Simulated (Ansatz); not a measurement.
Ga(I)2(OH) (GaHI2O), SMILES [OH][Ga]([I])[I].

Geometry optimised at B3LYP-D3(BJ)/def2-SVP. The def2 effective core potentials stand for the cores of I; spin–orbit coupling is left out. The values are those of a single conformer.

Two levels are set side by side: PBE/def2-SVPD (Ansatz, a first-principles code) and PBE0/def2-SVPD (Ansatz). Energy differences of separate SCF runs at the same geometry; the states with an electron removed or added have multiplicity 2 and 2. Differences are taken from unrounded values.

```json
[
 {"quantity": "vertical ionisation energy (eV)", "PBE": "9.37"},
 {"quantity": "vertical electron affinity (eV)", "PBE": "0.91"},
 {"quantity": "vertical singlet–triplet gap (eV)", "PBE": "3.73"}
]
```

Q: These are the PBE values. What does PBE0 give? (Estimate from the structure and the level; the computed values follow.)

A: 
```
quantity                           PBE0  PBE minus PBE0
---------------------------------  ----  --------------
vertical ionisation energy (eV)    9.75           -0.38
vertical electron affinity (eV)    0.79            0.11
vertical singlet–triplet gap (eV)  4.14           -0.41
```
